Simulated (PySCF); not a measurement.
PySCF input for InH, SMILES [InH] (connectivity only; charge and spin as stated), neutral, multiplicity 1, TDA-B3LYP/def2-TZVPD. The structure is a stationary point at B3LYP-D3(BJ)/def2-TZVPD. The def2 effective core potentials stand for the cores of In; spin–orbit coupling is left out.

```python
import numpy as np
from pyscf import gto, scf, dft, tdscf

mol = gto.M(
    atom='''
    In    0.00000000    0.00000000   -0.03725937
    H     0.00000000    0.00000000    1.82570908
    ''',
    basis='def2-TZVPD',
    ecp={'In': 'def2-tzvp'},
    charge=0,
    spin=0,
    symmetry=True,
    symmetry_subgroup='C2v',
    max_memory=1600,
    verbose=4,
)
mf = dft.RKS(mol, xc='b3lyp').density_fit(auxbasis='def2-universal-jkfit')
mf.grids.level = 3
mf.conv_tol = 1e-9
mf.max_cycle = 100
mf.kernel()
mf.grids = dft.Grids(mol).set(level=1).build(with_non0tab=True)  # coarser grid for the response kernel
td = tdscf.TDA(mf)
td.singlet = True
td.nstates = 10
td.conv_tol = 1e-4
td.positive_eig_threshold = 1e-6
td.kernel(x0=td.get_init_guess(mf, 15))
td.analyze()
tt = tdscf.TDA(mf)
tt.singlet = False
tt.nstates = 4
tt.conv_tol = 1e-4
tt.positive_eig_threshold = 1e-6
tt.kernel(x0=tt.get_init_guess(mf, 9))
tt.analyze(verbose=3)
```

Program output:

```
PySCF version 2.14.0

[INPUT] verbose = 4
[INPUT] num. atoms = 2
[INPUT] num. electrons = 22
[INPUT] charge = 0
[INPUT] spin (= nelec alpha-beta = 2S) = 0
[INPUT] symmetry True subgroup C2v
[INPUT] Mole.unit = angstrom
[INPUT] Symbol           X                Y                Z      unit          X                Y                Z       unit  Magmom
[INPUT]  1 In     0.000000000000   0.000000000000  -0.037259370000 AA    0.000000000000   0.000000000000  -0.070410004874 Bohr   0.0
[INPUT]  2 H      0.000000000000   0.000000000000   1.825709080000 AA    0.000000000000   0.000000000000   3.450090144332 Bohr   0.0

nuclear repulsion = 5.96506152818637
point group symmetry = Coov, use subgroup C2v
symmetry origin: [ 0.00000000e+00  0.00000000e+00 -1.88972613e-09]
symmetry axis x: [1. 0. 0.]
symmetry axis y: [0. 1. 0.]
symmetry axis z: [0. 0. 1.]
num. orbitals of irrep A1 = 29
num. orbitals of irrep A2 = 6
num. orbitals of irrep B1 = 15
num. orbitals of irrep B2 = 15
number of shells = 23
number of NR pGTOs = 108
number of NR cGTOs = 65
basis = def2-TZVPD
ecp = {'In': 'def2-tzvp'}


[settings echo left out]
init E= -158.067387134935
HOMO (A1) = -0.603037585700733  LUMO (B1) = -0.483494811404109  gap/eV = 3.25292
cycle= 1 E= -190.151986326601  delta_E= -32.1  |g|= 1.83  |ddm|= 44.2
HOMO (A1) = -0.0969167535992526  LUMO (B2) = -0.000872092004808867  gap/eV = 2.61351
cycle= 2 E= -189.863175633238  delta_E= 0.289  |g|= 2.58  |ddm|=  8.1
HOMO (A1) = -0.195371575662221  LUMO (B2) = -0.0653866811975057  gap/eV = 3.53707
cycle= 3 E= -190.789293983289  delta_E= -0.926  |g|= 0.0615  |ddm|= 2.97
HOMO (A1) = -0.203778029066632  LUMO (B1) = -0.0735390107666642  gap/eV = 3.54398
cycle= 4 E= -190.78990663491  delta_E= -0.000613  |g|= 0.00713  |ddm|= 0.095
HOMO (A1) = -0.206135704991203  LUMO (B1) = -0.0741089279579499  gap/eV = 3.59263
cycle= 5 E= -190.78992490818  delta_E= -1.83e-05  |g|= 0.00474  |ddm|= 0.0227
HOMO (A1) = -0.205876635443832  LUMO (B2) = -0.0742431283931011  gap/eV = 3.58193
cycle= 6 E= -190.789932425159  delta_E= -7.52e-06  |g|= 0.000579  |ddm|= 0.00734
HOMO (A1) = -0.205811585569768  LUMO (B2) = -0.0742652446894358  gap/eV = 3.57956
cycle= 7 E= -190.789932508488  delta_E= -8.33e-08  |g|= 6.24e-05  |ddm|= 0.00116
HOMO (A1) = -0.205808722103495  LUMO (B1) = -0.0742567230487117  gap/eV = 3.57971
cycle= 8 E= -190.789932509294  delta_E= -8.06e-10  |g|= 4.22e-06  |ddm|= 0.000208
HOMO (A1) = -0.205808540059616  LUMO (B2) = -0.0742572075240382  gap/eV = 3.57969
Extra cycle  E= -190.789932509299  delta_E= -5.29e-12  |g|= 2.57e-06  |ddm|= 1.45e-05
converged SCF energy = -190.789932509299
tot grids = 10560
Overwritten attributes  positive_eig_threshold  of <class 'pyscf.tdscf.rks.TDA'>


******** <class 'pyscf.tdscf.rks.TDA'> for <class 'pyscf.df.df_jk.DFSymAdaptedRKS'> ********
nstates = 10 singlet
deg_eia_thresh = 1.000e-03
wfnsym = None
conv_tol = 0.0001
eigh lindep = 1e-12
eigh level_shift = 0
eigh max_cycle = 100


Excitation energies (eV)
[2.7734739  2.7734739  4.98841378 6.09734868 6.17676502 6.17676502
 6.21594446 6.21775493 6.82570968 6.85841679]

** Singlet excitation energies and oscillator strengths **
Excited State   1:   B1      2.77347 eV    447.04 nm  f=0.0327
      11 -> 12       -0.70135
Excited State   2:   B2      2.77347 eV    447.04 nm  f=0.0327
      11 -> 13       -0.70135
Excited State   3:   A1      4.98841 eV    248.54 nm  f=0.2222
      11 -> 14        0.68416
      11 -> 15        0.17334
Excited State   4:   A1      6.09735 eV    203.34 nm  f=0.4187
      11 -> 14        0.15860
      11 -> 15       -0.65526
      11 -> 23       -0.20062
Excited State   5:   B2      6.17677 eV    200.73 nm  f=0.1319
      10 -> 13       -0.10739
      11 -> 17       -0.69728
Excited State   6:   B1      6.17677 eV    200.73 nm  f=0.1319
      10 -> 12        0.10739
      11 -> 16        0.69728
Excited State   7:   A1      6.21594 eV    199.46 nm  f=0.0000
      11 -> 18        0.70659
Excited State   8:   A2      6.21775 eV    199.40 nm  f=0.0000
      11 -> 19       -0.70659
Excited State   9:   A1      6.82571 eV    181.64 nm  f=0.0607
      11 -> 20        0.70316
Excited State  10:   B2      6.85842 eV    180.78 nm  f=0.0212
      10 -> 13        0.20154
      11 -> 22        0.67674

** Transition electric dipole moments (AU) **
state          X           Y           Z        Dip. S.      Osc.
  1        -0.6938      0.0000     -0.0000      0.4814      0.0327
  2         0.0000     -0.6938      0.0000      0.4814      0.0327
  3         0.0000     -0.0000     -1.3485      1.8185      0.2222
  4         0.0000     -0.0000     -1.6741      2.8026      0.4187
  5         0.0000      0.9335     -0.0000      0.8714      0.1319
  6        -0.9335     -0.0000      0.0000      0.8714      0.1319
  7        -0.0000      0.0000     -0.0000      0.0000      0.0000
  8        -0.0000     -0.0000     -0.0000      0.0000      0.0000
  9         0.0000     -0.0000     -0.6022      0.3627      0.0607
 10        -0.0000      0.3553      0.0000      0.1263      0.0212

WARN: ECP detected. Skipping calculation of transition velocity and magnetic dipole moments, which have not yet been implemented.



******** <class 'pyscf.tdscf.rks.TDA'> for <class 'pyscf.df.df_jk.DFSymAdaptedRKS'> ********
nstates = 4 triplet
deg_eia_thresh = 1.000e-03
wfnsym = None
conv_tol = 0.0001
eigh lindep = 1e-12
eigh level_shift = 0
eigh max_cycle = 100


Excitation energies (eV)
[2.0433376  2.0433376  4.58525372 5.16173463]

** Triplet excitation energies and oscillator strengths **
Excited State   1:   B1      2.04334 eV    606.77 nm  f=0.0000
Excited State   2:   B2      2.04334 eV    606.77 nm  f=0.0000
Excited State   3:   A1      4.58525 eV    270.40 nm  f=0.0000
Excited State   4:   A1      5.16173 eV    240.20 nm  f=0.0000
```

The run converged.

Cost: about 5 core-seconds (a rough figure).
